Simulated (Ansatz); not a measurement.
Geometry optimisation, Ansatz 0.2.0, RKS B3LYP-D4/def2-SVP.

Input file:

```yaml
crystal:
  periodic: [false, false, false]
  atoms:
    - { symbol: Al, position_ang: [-1.043844, -0.110592, -1.730305] }
    - { symbol: H, position_ang: [-0.628723, -1.142087, -0.670794] }
    - { symbol: Cl, position_ang: [0.223632, 0.281015, -3.356075] }
    - { symbol: Cl, position_ang: [-2.991752, 0.667331, -1.733107] }
    - { symbol: H, position_ang: [0.518132, 1.531577, 0.711175] }
    - { symbol: F, position_ang: [0.139976, 2.0702, 0.070827] }
    - { symbol: H, position_ang: [0.42271, -1.125701, 0.940197] }
    - { symbol: "N", position_ang: [0.930001, -0.545783, 1.611528] }
    - { symbol: H, position_ang: [0.535771, -0.744145, 2.532416] }
    - { symbol: H, position_ang: [1.894096, -0.881815, 1.624039] }
basis:
  gaussian: { orbitals: def2-SVP }
hamiltonian:
  xc: b3lyp
  dispersion: d4
relax:
  f_tol: 0.03
  max_steps: 50
```

Command:

```bash
$ ansatz run input.yaml --threads 2 --pin off --max-ram 3072MiB --backend cpu --events-out ev --progress --plain --runs-dir out
```

Where does it end, and by what steps?

The forces met the threshold. After 16 steps the energy has fallen by 1.737 eV; H5 moved furthest, 0.95 Å. Parted: H5–F6 (0.92 → 1.48 Å). Joined: Al1–F6 (3.07 → 1.77 Å), H5–N8 (2.30 → 1.08 Å).

| step | energy less start (eV) | largest force component (eV/Å) | accepted |
| --- | --- | --- | --- |
| 0 | 0.0000 | 1.127 | yes |
| 1 | -0.2545 | 0.843 | yes |
| 2 | -0.5479 | 0.936 | yes |
| 3 | -0.8813 | 1.294 | yes |
| 4 | -1.1264 | 1.329 | yes |
| 5 | -1.3715 | 1.209 | yes |
| 6 | -1.5198 | 0.783 | yes |
| 7 | -1.6192 | 0.740 | yes |
| 8 | -1.6548 | 0.298 | yes |
| 9 | -1.6885 | 0.127 | yes |
| 10 | -1.7029 | 0.194 | yes |
| 11 | -1.7165 | 0.330 | yes |
| 12 | -1.7267 | 0.131 | yes |
| 13 | -1.7329 | 0.106 | yes |
| 14 | -1.7361 | 0.091 | yes |
| 15 | -1.7371 | 0.043 | yes |
| 16 | -1.7374 | 0.012 | yes |

```xyz
10
Properties=species:S:1:pos:R:3
Al -0.785 0.281 -1.362
H -0.537 -1.142 -0.584
Cl 0.331 0.356 -3.179
Cl -2.861 0.751 -1.473
H 0.581 0.604 0.903
F -0.021 1.374 -0.204
H 0.299 -0.979 0.726
N 0.800 -0.332 1.403
H 0.391 -0.382 2.339
H 1.802 -0.532 1.431
```

The run took 38 s on 2 threads of Intel(R) Xeon(R) Platinum 8488C (Sapphire Rapids) (shared host), peak memory 0.26 GiB.
